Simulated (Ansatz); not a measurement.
One change: `OC(F)(F)[SiH3]` becomes `C=CC(O)(F)F`.

Ansatz, PBE0-D4/def2-TZVP geometries, multiplicity 1. Each molecule was computed in one conformer, which needn't be the lowest.

```tsv
property	`OC(F)(F)[SiH3]`
HOMO energy (PBE/def2-TZVPP) / eV	-7.85
HOMO–LUMO gap (PBE0/def2-TZVPP) / eV	9.75
HOMO–LUMO gap (ωB97M-V/def2-TZVPP) / eV	13.67
size of the dipole moment (B3LYP/def2-TZVPP) / D	0.79
HOMO energy (ωB97M-V/def2-TZVPP) / eV	-11.68
HOMO–LUMO gap (B3LYP/def2-TZVPP) / eV	9.32
```

Task: What does the change do to each property? (Estimate.)

Result: Computed: 
```csv
property,`C=CC(O)(F)F`,shift
HOMO energy (PBE/def2-TZVPP) / eV,-7.15,0.70
HOMO–LUMO gap (PBE0/def2-TZVPP) / eV,7.91,-1.84
HOMO–LUMO gap (ωB97M-V/def2-TZVPP) / eV,12.40,-1.27
size of the dipole moment (B3LYP/def2-TZVPP) / D,1.09,0.30
HOMO energy (ωB97M-V/def2-TZVPP) / eV,-10.70,0.98
HOMO–LUMO gap (B3LYP/def2-TZVPP) / eV,7.42,-1.90
```

With PBE0 the HOMO rises by 0.99 eV and the LUMO falls by 0.85 eV, so the gap narrows by about 1.84 eV. PBE moves the HOMO by 0.70 eV and ωB97M-V by 0.98 eV. Dipoles are sizes alone; their direction can turn.

B3LYP here is the variant with VWN-RPA as its local correlation; programs differ in this.
